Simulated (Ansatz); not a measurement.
A run of Ansatz (development build ahead of 0.2.0) on doublet BF3(+) in separate pieces at this shape:

```xyz
4

B    -0.8083   -0.2793    0.6615
F     0.0042   -0.4768    1.4013
F     2.1751    0.6118   -1.8522
F    -1.7334    0.0680    0.0792
```

Its results:

```yaml
Converged: yes
Reference_energy: -322.38514 hartree
Correlation_energy: -0.56126 hartree
Total_energy: -322.94640 hartree
Spin_squared_of_the_determinant: 0.752
Stability_test: minimum
```

Forces (eV/Å):
```csv
atom,Fx,Fy,Fz
B1,-2.664,0.335,-3.269
F2,9.616,-2.641,8.121
F3,-0.056,-0.017,0.047
F4,-6.896,2.323,-4.899
```

Question: Which input gives this output? Name the method, the orbitals and the basis set, and write the input.

Answer: UHF-MP2 in def2-SVP.

```yaml
crystal:
  periodic: [false, false, false]
  atoms:
    - { symbol: B, position_ang: [-0.80832, -0.27927, 0.66151] }
    - { symbol: F, position_ang: [0.00417, -0.47682, 1.40128] }
    - { symbol: F, position_ang: [2.17506, 0.61179, -1.8522] }
    - { symbol: F, position_ang: [-1.73339, 0.06801, 0.07919] }
basis:
  gaussian: { orbitals: def2-SVP }
total_charge: 1
magnetization:
  spin_polarized: true
  initial_magnetization: 1
hamiltonian:
  xc: hf
correlation:
  method: mp2
  frozen_orbitals: { B: 1, F: 1 }
output:
  forces: true
```

Caution: bonds are stretched, where a single reference can fail.
